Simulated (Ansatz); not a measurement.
Consider the formal exchange of groups at a Ge–C bond: `C[C](F)(Cl)[GeH3]` + `OC(F)F` → `O[C](F)(F)[GeH3]` + `CC(F)Cl`.

Gas-phase electronic energies from Ansatz, PBE0-D4/def2-TZVP geometries. CCSD(T)/CBS is the MP2 limit (def2-TZVPP, def2-QZVPP) plus CCSD(T) − MP2 in def2-TZVPP, frozen cores. Functionals use def2-TZVPP. B3LYP here is the variant with VWN-RPA as its local correlation; programs differ in this. For Ge outer-core shells are correlated without core-valence functions, which leaves a few kJ/mol of doubt a bond. Scalar relativity is left out up to krypton. Each species was taken in one conformer, which may not be the lowest.

Problem. Is it downhill or uphill in electronic energy at CCSD(T)/CBS, and by how much? (Best estimate.)

Solution. Ansatz gave: Uphill: ΔE = +23.0 kJ/mol.

Problem. What do these levels give: ωB97X-V, ωB97M-V, B2PLYP, r2SCAN, PBE0, B3LYP, HF/def2-TZVPP, MP2/def2-TZVPP, MP2/def2-QZVPP, SCS-MP2/def2-QZVPP, HF/CBS(def2), MP2/CBS(def2)? (An estimate is asked.)

Solution. Computed: ωB97X-V 18.1, ωB97M-V 18.6, B2PLYP 18.6, r2SCAN 15.8, PBE0 16.3, B3LYP 13.4, HF/def2-TZVPP 18.6, MP2/def2-TZVPP 27.3, MP2/def2-QZVPP 26.9, SCS-MP2/def2-QZVPP 24.3, HF/CBS(def2) 17.8, MP2/CBS(def2) 27.1 kJ/mol.

Largest T1 diagnostic among the species: 0.012.

In def2-TZVPP, CCSD(T) changes the Hartree–Fock value by +4.6 kJ/mol (the triples alone add +0.9 kJ/mol) and MP2 by +8.7 kJ/mol. The D4 term adds +4.8 kJ/mol with B3LYP and +2.6 kJ/mol with PBE0; it sums over pairs of atoms, weighted by their polarisabilities, and B3LYP, whose exchange is more repulsive, gets the larger term.
